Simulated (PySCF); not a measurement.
Job for PySCF: D3(BJ) and D4 dispersion corrections on AlClH2O2 (SMILES [OH][Al]([OH])[Cl]), a point of a torsion scan.

```python
from pyscf import gto
from pyscf.dispersion import dftd3, dftd4

mol = gto.M(
    atom='''
    O    -1.19891290   -0.81812843    0.10863461
    Al   -0.00558996    0.29917009   -0.02315078
    O     1.55945741    0.05196672    0.42496868
    Cl   -0.42971761    2.13364017   -0.77255863
    H    -1.89107265   -1.45834809    0.14165674
    H     2.28956366   -0.43998018    0.76921454
    ''',
    basis='def2-svp',
    charge=0, spin=0, verbose=0, max_memory=1800)
d3, d4 = {}, {}
for xc in ['hf', 'pbe', 'blyp', 'revpbe', 'tpss', 'r2scan', 'b3lyp', 'pbe0', 'bhlyp', 'camb3lyp', 'b2plyp']:
    d3[xc] = float(dftd3.DFTD3Dispersion(mol, xc=xc, version='d3bj', atm=False).get_dispersion()['energy'])
    print(f'D3(BJ) {xc:10s} {d3[xc]:14.8f} Eh')
for xc in ['hf', 'pbe', 'blyp', 'revpbe', 'tpss', 'r2scan', 'b3lyp', 'pbe0', 'bhlyp', 'camb3lyp', 'b2plyp']:
    d4[xc] = float(dftd4.DFTD4Dispersion(mol, xc={'camb3lyp': 'cam-b3lyp'}.get(xc, xc), atm=True).get_dispersion()['energy'])
    print(f'D4     {xc:10s} {d4[xc]:14.8f} Eh')
```

Program output:

```
D3(BJ) hf            -0.02995872 Eh
D3(BJ) pbe           -0.00355065 Eh
D3(BJ) blyp          -0.00807784 Eh
D3(BJ) revpbe        -0.00842685 Eh
D3(BJ) tpss          -0.00464081 Eh
D3(BJ) r2scan        -0.00099638 Eh
D3(BJ) b3lyp         -0.00673284 Eh
D3(BJ) pbe0          -0.00324291 Eh
D3(BJ) bhlyp         -0.00580036 Eh
D3(BJ) camb3lyp      -0.00320797 Eh
D3(BJ) b2plyp        -0.00342219 Eh
D4     hf            -0.01395068 Eh
D4     pbe           -0.00422060 Eh
D4     blyp          -0.00916398 Eh
D4     revpbe        -0.01143206 Eh
D4     tpss          -0.00567694 Eh
D4     r2scan        -0.00096900 Eh
D4     b3lyp         -0.00689437 Eh
D4     pbe0          -0.00357495 Eh
D4     bhlyp         -0.00572190 Eh
D4     camb3lyp      -0.00367342 Eh
D4     b2plyp        -0.00292848 Eh
```

The run finished.

Cost: about 0.020 core-seconds (a rough figure).
